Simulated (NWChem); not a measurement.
System: C3H7Cl; SMILES CC(C)Cl

Input file for NWChem:

```
start job
memory heap 200 mb stack 900 mb global 1100 mb
geometry units angstroms noautosym nocenter noautoz
  C      0.129090    -1.048146    -1.268065
  C     -0.393591    -0.407149     0.000000
  C      0.129090    -1.048146     1.268065
  Cl     0.039946     1.350911     0.000000
  H      1.228313    -1.004317    -1.301140
  H     -0.177022    -2.106065    -1.307073
  H     -0.263205    -0.540413    -2.160224
  H     -1.493931    -0.416534     0.000000
  H      1.228313    -1.004317     1.301140
  H     -0.177022    -2.106065     1.307073
  H     -0.263205    -0.540413     2.160224
end
basis spherical
  * library def2-svp
end
dft
  xc m06-2x
  iterations 150
end
cosmo
  dielec 4.8
end
task dft energy
```

Output (shortened):

```
             Northwest Computational Chemistry Package (NWChem) 7.3.0
             --------------------------------------------------------

                             Geometry "geometry" -> ""
                             -------------------------

 Output coordinates in angstroms (scale by  1.889725989 to convert to a.u.)

  No.       Tag          Charge          X              Y              Z
 ---- ---------------- ---------- -------------- -------------- --------------
    1 C                    6.0000     0.12909000    -1.04814600    -1.26806500
    2 C                    6.0000    -0.39359100    -0.40714900     0.00000000
    3 C                    6.0000     0.12909000    -1.04814600     1.26806500
    4 Cl                  17.0000     0.03994600     1.35091100     0.00000000
    5 H                    1.0000     1.22831300    -1.00431700    -1.30114000
    6 H                    1.0000    -0.17702200    -2.10606500    -1.30707300
    7 H                    1.0000    -0.26320500    -0.54041300    -2.16022400
    8 H                    1.0000    -1.49393100    -0.41653400     0.00000000
    9 H                    1.0000     1.22831300    -1.00431700     1.30114000
   10 H                    1.0000    -0.17702200    -2.10606500     1.30707300
   11 H                    1.0000    -0.26320500    -0.54041300     2.16022400

 Effective nuclear repulsion energy (a.u.)     166.0057422459

                                 NWChem DFT Module
                                 -----------------

 Summary of "ao basis" -> "ao basis" (spherical)
 ------------------------------------------------------------------------------
       Tag                 Description            Shells   Functions and Types
 ---------------- ------------------------------  ------  ---------------------
 C                          def2-svp                 6       14   3s2p1d
 Cl                         def2-svp                 8       18   4s3p1d
 H                          def2-svp                 3        5   2s1p

 in cosmo_initialize ...

 solvent parameters
 solvname_short: unkn
 solvname_long:  unknown
 dielec:        4.8000

          ---------------
          -cosmo- solvent
          ---------------
 Cosmo: York-Karplus, doi: 10.1021/jp992097l
 dielectric constant -eps-     =   4.80
 screen = (eps-1)/(eps    )    =   0.79167
 surface charge correction     = lagrangian

   van der Waals surface
 --------------------------

[...]

                                   COSMO solvation results
                                   -----------------------

                 gas phase energy =      -578.425351435323
                 sol phase energy =      -578.428575311875
 (electrostatic) solvation energy =         0.003223876551 (    2.02 kcal/mol)

                       DFT Final Molecular Orbital Analysis
                       ------------------------------------

 Vector   19  Occ=2.000000D+00  E=-4.102939D-01
              MO Center= -3.1D-02, -2.7D-01, -7.6D-09, r^2= 3.7D+00
   Bfn.  Coefficient  Atom+Function         Bfn.  Coefficient  Atom+Function
  ----- ------------  ---------------      ----- ------------  ---------------
    54      0.366227   4 Cl py               51      0.291407   4 Cl py
    76      0.190331   8 H  s                66     -0.188308   6 H  s
    86     -0.188308  10 H  s                19     -0.185156   2 C  py
    18     -0.171923   2 C  px               48      0.166829   4 Cl py
     5      0.154346   1 C  py               33      0.154346   3 C  py

 Vector   20  Occ=2.000000D+00  E=-3.548426D-01
              MO Center=  2.0D-02,  9.6D-01,  8.9D-08, r^2= 2.1D+00
   Bfn.  Coefficient  Atom+Function         Bfn.  Coefficient  Atom+Function
  ----- ------------  ---------------      ----- ------------  ---------------
    55      0.627679   4 Cl pz               52      0.442684   4 Cl pz
    49      0.255287   4 Cl pz               20     -0.166396   2 C  pz
     5      0.112633   1 C  py               33     -0.112633   3 C  py
     6      0.102116   1 C  pz               34      0.102116   3 C  pz
     3      0.096428   1 C  s                31     -0.096428   3 C  s

 Vector   21  Occ=2.000000D+00  E=-3.534540D-01
              MO Center= -6.8D-02,  9.3D-01, -8.7D-08, r^2= 2.1D+00
   Bfn.  Coefficient  Atom+Function         Bfn.  Coefficient  Atom+Function
  ----- ------------  ---------------      ----- ------------  ---------------
    53      0.588728   4 Cl px               50      0.416721   4 Cl px
    47      0.240314   4 Cl px               76      0.199476   8 H  s
    18     -0.190634   2 C  px               54     -0.166917   4 Cl py
    51     -0.108630   4 Cl py               77      0.088147   8 H  s
     3     -0.081384   1 C  s                31     -0.081384   3 C  s

 Vector   22  Occ=0.000000D+00  E= 8.497170D-02
              MO Center= -1.6D-01, -8.0D-02,  4.9D-08, r^2= 4.7D+00
   Bfn.  Coefficient  Atom+Function         Bfn.  Coefficient  Atom+Function
  ----- ------------  ---------------      ----- ------------  ---------------
    17      1.381864   2 C  s                54      0.695164   4 Cl py
    77     -0.675742   8 H  s                 3      0.667648   1 C  s
    31      0.667648   3 C  s                46     -0.617175   4 Cl s
    22      0.601607   2 C  py               72     -0.556303   7 H  s
    92     -0.556303  11 H  s                62     -0.507846   5 H  s

 Vector   23  Occ=0.000000D+00  E= 1.062081D-01
              MO Center= -3.7D-01, -1.2D+00,  7.0D-08, r^2= 5.6D+00
   Bfn.  Coefficient  Atom+Function         Bfn.  Coefficient  Atom+Function
  ----- ------------  ---------------      ----- ------------  ---------------
     3      1.226028   1 C  s                31      1.226028   3 C  s
    67     -0.973426   6 H  s                87     -0.973426  10 H  s
    77     -0.706886   8 H  s                21     -0.520975   2 C  px
    54     -0.493659   4 Cl py               72     -0.388112   7 H  s
    92     -0.388112  11 H  s                22     -0.380440   2 C  py

[...]
```

Level: M06-2X/def2-SVP, COSMO on the gas-phase geometry. All runs use the structure optimised with PBE0/def2-SVP. COSMO prints the solvation energy as gas minus solution, so a positive value is a stabilisation.
